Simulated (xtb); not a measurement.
xtb input:

```bash
xtb mol.xyz --gfn 2 --ohess tight --chrg -1 --uhf 0
```
mol.xyz:
```
10

C      1.57158771    -0.67441104    -0.43456352
Ge    -0.07450665     0.40588227     0.30342120
C     -1.45114697    -0.82245972    -0.59291289
H      1.48410825    -0.90704936    -1.44492246
H      1.70144522    -1.60476069     0.16598117
H      2.53599502    -0.11276925    -0.24012546
H     -0.01366149     1.50819158    -0.82971803
H     -1.18834903    -1.01666089    -1.61608771
H     -1.54709648    -1.73323259    -0.08635973
H     -2.43987406    -0.27477020    -0.54889232
```

Question: What final total energy does it print?

Answer: -9.93845 Eh (GFN2-xTB).

It need not be the lowest isomer of its formula. Whether it binds its extra electron was not tested at this geometry.
